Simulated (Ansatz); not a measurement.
# Energy profile

The step: CH₅ClSi ([CH3][SiH2][Cl]) + H₂ → CH₆Si ([CH3][SiH3]) + HCl; bonds formed: Si1–H7, Cl2–H6; bonds broken: Si1–Cl2, H6–H7 (atoms numbered as in the saddle structure below).

Si1  (-0.173, -0.600, 0.322)
Cl2  (2.007, -0.550, -0.971)
H3  (-0.298, -1.975, -0.193)
H4  (-0.951, -0.603, 1.606)
C5  (-0.736, 0.900, -0.606)
H6  (1.584, -0.419, 0.722)
H7  (1.093, -0.386, 1.463)
H8  (-0.180, 1.774, -0.257)
H9  (-1.798, 1.070, -0.413)
H10  (-0.548, 0.790, -1.673)
(Å)

Electronic energies by CCSD(T) at an estimated basis limit (MP2 extrapolated from triple and quadruple zeta, plus CCSD(T) − MP2 in triple zeta), on PBE0-D4/def2-TZVP structures; CH7ClSi, singlet; no counterpoise correction. Ansatz 0.2.0; basis: def2-TZVPP and def2-QZVPP; cores frozen in the correlated methods. Extrapolation: Hartree–Fock as exp(−7.88 √X), correlation as X^−2.97.

Task: Give the profile in kcal/mol, counted from the separated reactants. (An estimate is asked for; the value comes from the calculation.)

Result: Computed:
```csv
point,kcal/mol
"separated: CH5ClSi (linked as [CH3][SiH2][Cl]; Si1, Cl2, H3, H4, C5, H8, H9, H10; singlet) + H2 (H6, H7; singlet)",0.00
start structure,-0.64
saddle,54.50
end structure,18.05
"separated: CH6Si (linked as [CH3][SiH3]; Si1, H3, H4, C5, H7, H8, H9, H10; singlet) + HCl (Cl2, H6; singlet)",19.69
```

T1 diagnostic: at most 0.011.

For scale, one of the runs: CCSD(T)/def2-TZVPP, 213 basis functions, launched by `ansatz run in.yaml --threads 4 --pin off --events-out ev --progress --plain --max-ram 9574MiB`. The run took 29 s on 4 CPU threads of an Arm Neoverse V2 (shared host), with 2.8 GiB of host memory at its peak.
